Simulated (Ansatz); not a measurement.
Energy difference R1 → 2 P1, each structure at its B3LYP-D3(BJ)/def2-TZVP stationary point, reached from a drawn start (curvature not checked).
P1: N atom, charge 0, multiplicity 4.
R1, N2 (SMILES N#N) (charge 0, multiplicity 1, Z-matrix in Å and degrees):
```
N
N 1 1.0909
```

P less R. No zero-point or thermal terms; singlets are restricted closed shells; open shells are unrestricted.

Correlated levels freeze the cores.

Codes used: Ansatz (a quantum-chemistry and plane-wave program). All values are computed, each at the level named.

Q: Give the reaction energy at the level CCSD/cc-pVTZ.

A: 867 kJ/mol

Q: What reaction energy does CCSD(T)/cc-pVQZ give?

A: 931 kJ/mol

Q: What reaction energy does SCS-MP2/cc-pVDZ give?

A: 879 kJ/mol
